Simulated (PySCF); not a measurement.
A side-by-side comparison of computed properties.

First species: vinylcyanodiacetylene, C7H3N.
Atom-mapped SMILES: `[CH2:1]=[CH:2][C:3]#[C:4][C:5]#[C:6][C:7]#[N:8]` (hydrogens: H9, H10 on C1; H11 on C2)

Second species: Boranylsilane, BH5Si.
Numbering: `[BH2:1][SiH3:2]` (hydrogens: H3, H4 on B1; H5, H6, H7 on Si2)

Levels: PBE0/def2-SVPD for dipole moment, HOMO energy, LUMO energy, HOMO–LUMO gap, static isotropic polarisability and electronic spatial extent ⟨r²⟩ about the centre of nuclear charge; TDDFT PBE0/def2-SVPD for lowest singlet excitation; TDA PBE0/def2-SVPD for lowest triplet excitation (Tamm–Dancoff); ΔSCF PBE0/def2-SVPD for vertical ionisation energy and vertical electron affinity; PBE0-D3(BJ)/def2-SVP for rotational constant A and rotational constant C. Geometries: PBE0-D3(BJ)/def2-SVP. Each species is one conformer at its optimised geometry, gas phase, non-relativistic unless stated. Electronic properties by PySCF.

Values for the first species:

| Property | Result |
| --- | --- |
| Dipole moment | 6.22 D |
| HOMO energy | -7.52 eV |
| LUMO energy | -2.79 eV |
| HOMO–LUMO gap | 4.73 eV |
| Lowest singlet excitation | 3.59 eV |
| Lowest triplet excitation (Tamm–Dancoff) | 2.56 eV |
| Static isotropic polarisability | 117.8 au |
| Vertical ionisation energy | 9.21 eV |
| Vertical electron affinity | 1.18 eV |
| Electronic spatial extent ⟨r²⟩ about the centre of nuclear charge | 1829 bohr² |
| Rotational constant A | 35.425 GHz |
| Rotational constant C | 0.557 GHz |

Task: Estimate the same properties for the second species, and the change in each.

Result: 
| property | first | second | second less first |
| --- | --- | --- | --- |
| dipole moment | 6.22 D | 0.33 D | -5.89 D |
| HOMO energy | -7.52 eV | -8.49 eV | -0.97 eV |
| LUMO energy | -2.79 eV | -2.49 eV | +0.30 eV |
| HOMO–LUMO gap | 4.73 eV | 6.00 eV | +1.27 eV |
| lowest singlet excitation | 3.59 eV | 4.24 eV | +0.65 eV |
| lowest triplet excitation (Tamm–Dancoff) | 2.56 eV | 3.30 eV | +0.74 eV |
| static isotropic polarisability | 117.8 au | 46.8 au | -71.0 au |
| vertical ionisation energy | 9.21 eV | 10.81 eV | +1.60 eV |
| vertical electron affinity | 1.18 eV | 0.61 eV | -0.57 eV |
| electronic spatial extent ⟨r²⟩ about the centre of nuclear charge | 1829 bohr² | 178 bohr² | -1651 bohr² |
| rotational constant A | 35.425 GHz | 62.708 GHz | +27.283 GHz |
| rotational constant C | 0.557 GHz | 10.196 GHz | +9.639 GHz |

On the first: The vertical singlet–triplet gap S1 − T1 is 1.03 eV (TDDFT singlet less Tamm–Dancoff triplet; S1: HOMO−1→LUMO, weight 0.66; T1: HOMO→LUMO, weight 0.91). The dipole matches unit charges of opposite sign 1.29 Å apart (1 e·Å = 4.8032 D).

On the second: S1 lies 1.76 eV below the HOMO–LUMO gap; its leading configuration is HOMO→LUMO, weight 0.98. The polarisability is 6.93 Å³ as a volume (1 au = 0.148185 Å³), or 1.95 au for each of the 24 electrons.
